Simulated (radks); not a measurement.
Results of a calculation; reference values are marked as such.
Spherical quantum dot in the effective-mass picture: electrons in a hard-walled sphere of unknown radius, all in effective atomic units (hartree* = m*/eps^2 hartree, bohr* = eps/m* bohr), one dielectric constant everywhere. Level of theory: non-relativistic Kohn-Sham, LDA (Slater exchange, Perdew-Wang correlation), spin-polarised, spherical densities (a radial shooting solver with Libxc functionals). Levels are named by radial order and angular momentum (1s, 1p, 1d, 2s, ...), and open shells are averaged over m. Each electron was tried in the lowest free levels, single moves between levels near the top were tried too, and the lowest total energy was kept; such a search can miss a lower state. The values of mu = E(N) - E(N-1) (hartree*) for N = 2 to 12 are 0.56050, 1.0258, 1.2890, 1.5573, 1.8913, 2.1489, 2.4104, 2.9043, 3.1595, 3.4155, 3.6721. Estimate radius.

Answer. radius = 4.67 (effective atomic units). The first electron has mu near pi^2/(2 R^2) without a central charge, and the charging energy goes as 1/R.
